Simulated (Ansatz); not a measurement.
`BN(B)[SiH2]F` + `N[SiH3]` → `F[SiH2]N[SiH3]` + `BNB` at 500 K and 1 bar (ligand exchange at the Si–N bond).

Calculated with Ansatz (gas phase, PBE0-D4/def2-TZVP geometries, no zero-point term in ΔE). CBS: MP2 limit from def2 TZ/QZ plus the TZ coupled-cluster correction, frozen cores. This one scheme is used for every species. One conformer a species, not always the lowest.

| species | CCSD(T)/CBS energy (Eh) | H − E (kJ/mol) | S (J/(mol·K)) |
| --- | --- | --- | --- |
| `BN(B)[SiH2]F` | -496.90429 | 231.9 | 411.7 |
| `N[SiH3]` | -346.80422 | 161.3 | 303.9 |
| `F[SiH2]N[SiH3]` | -736.37696 | 207.5 | 402.5 |
| `BNB` | -107.34560 | 187.6 | 299.2 |

H − E and S are ideal-gas, rigid-rotor, harmonic terms from PBE0-D4/def2-TZVP, for one conformer and one mirror image of each species. 1 Eh = 2625.50 kJ/mol, R = 8.31446 J/(mol·K).

Problem. By hand: ΔE, ΔH, ΔS and ΔG.

Solution. ΔE = (-736.37696) + (-107.34560) − (-496.90429) − (-346.80422) = -0.01405 Eh = -36.9 kJ/mol. Δ(H − E) = 207.5 + 187.6 − 231.9 − 161.3 = 1.9, so ΔH = -35.0 kJ/mol. ΔS = 402.5 + 299.2 − 411.7 − 303.9 = -13.9 J/(mol·K). ΔG = -35.0 − 500 × (-13.9)/1000 = -28.1 kJ/mol.

Problem. By hand: the equilibrium constant, and the temperature at which ΔG would vanish if ΔH and ΔS stayed fixed.

Solution. log₁₀ K = −ΔG/(RT ln 10) = 2.9. ΔG = 0 at ΔH/ΔS = 2518 K, far beyond where these terms or the molecules hold.

The number of gas molecules stays the same, so ΔS is small and ΔH decides. A doubt of 5 kJ/mol in ΔE shifts log₁₀ K by 0.5 here. Other conformers and mirror images would add mixing entropy, several J/(mol·K) or more a flexible species. Modes under 60 cm⁻¹, often nearly free rotors, make the harmonic entropy too high. These are equilibria of isolated gas molecules and say nothing of rates. Largest T1 diagnostic: 0.012 (customary marks: 0.02 for closed shells, 0.045 for open ones).
